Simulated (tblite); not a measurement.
Compound: C8H15P.
SMILES with atom numbers: `[CH2:1]1[CH2:2][CH2:3][P:4]([CH:5]2[CH2:6][CH2:7]2)[CH2:8][CH2:9]1` (hydrogens: H10, H11 on C1; H12, H13 on C2; H14, H15 on C3; H16 on C5; H17, H18 on C6; H19, H20 on C7; H21, H22 on C8; H23, H24 on C9)

Computed with GFN2-xTB (tblite), gas phase: L-BFGS steps from a force-field or distance-geometry start until the largest atomic force falls under 0.01 eV/Å.

Step 0: E = -742.2963 eV
```
atom  x, y, z in Å  |  force x, y, z in eV/Å
C1      2.6304    0.3991   -0.0377   -0.592   0.149  -0.048
C2      2.0179   -0.4074   -1.1998    0.535  -0.396   0.638
C3      0.5326   -0.1773   -1.3642   -0.233   0.620  -0.390
P4     -0.4055   -0.7096    0.1265    0.074  -0.750   0.471
C5     -1.9655    0.2179   -0.0726    0.048   0.097  -0.261
C6     -3.1213   -0.5005   -0.7251    0.023   0.179   0.473
C7     -3.1412   -0.2010    0.7475   -0.314  -0.268   0.067
C8      0.4824    0.3746    1.3462    0.023   0.247  -0.092
C9      1.9841    0.0885    1.3214    0.225   0.212   0.203
H10     3.6927    0.1939    0.0278    0.220  -0.090  -0.038
H11     2.5153    1.4707   -0.2551   -0.034  -0.163   0.063
H12     2.5330   -0.1371   -2.1164    0.108   0.070  -0.209
H13     2.2192   -1.4772   -1.0173   -0.141   0.248  -0.034
H14     0.3461    0.8879   -1.5687   -0.005  -0.024   0.091
H15     0.1552   -0.7266   -2.2319    0.008  -0.109   0.045
H16    -1.8648    1.2805   -0.2786    0.006   0.029  -0.036
H17    -3.0003   -1.5309   -1.0236    0.097   0.031  -0.004
H18    -3.7763    0.0674   -1.3656   -0.019   0.027  -0.066
H19    -3.0447   -1.0372    1.4407    0.077   0.241  -0.234
H20    -3.8128    0.5695    1.1077    0.062  -0.067  -0.044
H21     0.2921    1.4319    1.1136    0.051  -0.080  -0.042
H22     0.0778    0.1861    2.3466    0.028  -0.070  -0.085
H23     2.4697    0.7173    2.0987   -0.153  -0.307  -0.358
H24     2.1723   -0.9608    1.5876   -0.093   0.170  -0.111
```

Step 1: E = -742.3303 eV
```
atom  x, y, z in Å  |  force x, y, z in eV/Å
C1      2.6220    0.4012   -0.0384    0.023  -0.035   0.124
C2      2.0255   -0.4131   -1.1907    0.059   0.097   0.056
C3      0.5292   -0.1684   -1.3698    0.043   0.052  -0.034
P4     -0.4045   -0.7203    0.1332    0.076  -0.388   0.204
C5     -1.9648    0.2193   -0.0763    0.045  -0.077  -0.030
C6     -3.1210   -0.4979   -0.7183   -0.097   0.020   0.107
C7     -3.1457   -0.2048    0.7485   -0.135   0.012  -0.044
C8      0.4828    0.3782    1.3449    0.060   0.034   0.002
C9      1.9873    0.0915    1.3243   -0.056   0.066  -0.034
H10     3.6958    0.1926    0.0272   -0.088   0.000  -0.040
H11     2.5148    1.4684   -0.2542   -0.082  -0.032   0.012
H12     2.5345   -0.1361   -2.1194    0.044  -0.014   0.035
H13     2.2172   -1.4737   -1.0178   -0.078  -0.044   0.051
H14     0.3460    0.8876   -1.5674   -0.038   0.201   0.046
H15     0.1553   -0.7282   -2.2313    0.013  -0.069   0.018
H16    -1.8647    1.2809   -0.2791    0.026   0.044  -0.033
H17    -2.9989   -1.5305   -1.0237    0.085   0.133   0.036
H18    -3.7766    0.0677   -1.3666    0.038  -0.020   0.018
H19    -3.0436   -1.0338    1.4373    0.085   0.062  -0.082
H20    -3.8119    0.5686    1.1070    0.014  -0.036  -0.012
H21     0.2928    1.4308    1.1130    0.017   0.018  -0.076
H22     0.0782    0.1851    2.3454    0.033  -0.038  -0.089
H23     2.4676    0.7129    2.0936   -0.009  -0.119  -0.141
H24     2.1710   -0.9584    1.5860   -0.077   0.133  -0.095
```

Q: Estimate the geometry and energy of step 2. (The exact step hangs on the optimiser's Hessian estimate; all steps are aligned on step 1, rigid shifts and turns removed.)

A: E = -742.3378 eV, largest force 0.191 eV/Å
```
atom  x, y, z in Å  |  force x, y, z in eV/Å
C1      2.6212    0.4009   -0.0364    0.055   0.003   0.062
C2      2.0276   -0.4122   -1.1884   -0.040   0.082  -0.036
C3      0.5295   -0.1663   -1.3711    0.043  -0.027   0.070
P4     -0.4030   -0.7286    0.1378    0.065  -0.167   0.067
C5     -1.9640    0.2182   -0.0774    0.033  -0.082   0.034
C6     -3.1226   -0.4972   -0.7155   -0.073  -0.001  -0.003
C7     -3.1487   -0.2052    0.7479   -0.018   0.041  -0.044
C8      0.4839    0.3793    1.3448    0.015  -0.016  -0.021
C9      1.9868    0.0931    1.3241   -0.084   0.003  -0.078
H10     3.6947    0.1925    0.0264   -0.069   0.003  -0.020
H11     2.5133    1.4675   -0.2539   -0.076  -0.019   0.014
H12     2.5355   -0.1362   -2.1192    0.046  -0.017   0.070
H13     2.2155   -1.4739   -1.0170   -0.070  -0.033   0.054
H14     0.3453    0.8910   -1.5664   -0.039   0.142   0.058
H15     0.1555   -0.7296   -2.2309    0.026  -0.037   0.024
H16    -1.8643    1.2817   -0.2798    0.040  -0.028  -0.019
H17    -2.9972   -1.5281   -1.0230    0.071   0.103   0.034
H18    -3.7760    0.0675   -1.3664    0.026  -0.008   0.015
H19    -3.0420   -1.0322    1.4354    0.073   0.015  -0.038
H20    -3.8115    0.5678    1.1068   -0.030   0.013   0.013
H21     0.2932    1.4309    1.1116    0.003   0.017  -0.083
H22     0.0788    0.1843    2.3437    0.030  -0.024  -0.052
H23     2.4671    0.7102    2.0904    0.043  -0.037  -0.044
H24     2.1695   -0.9557    1.5842   -0.069   0.075  -0.077
```

The energy changes by -0.0075 eV. The first-order estimate −F·Δx gives -0.0104 eV and the mean of the old and new forces, exact on a quadratic surface, -0.0075 eV. The step makes an angle of 14° with the force vector and moves no atom by more than 0.010 Å.

What follows is the cost of the whole relaxation. The run took 0.31 s of wall time on one thread of an Arm Neoverse V1 (shared host).
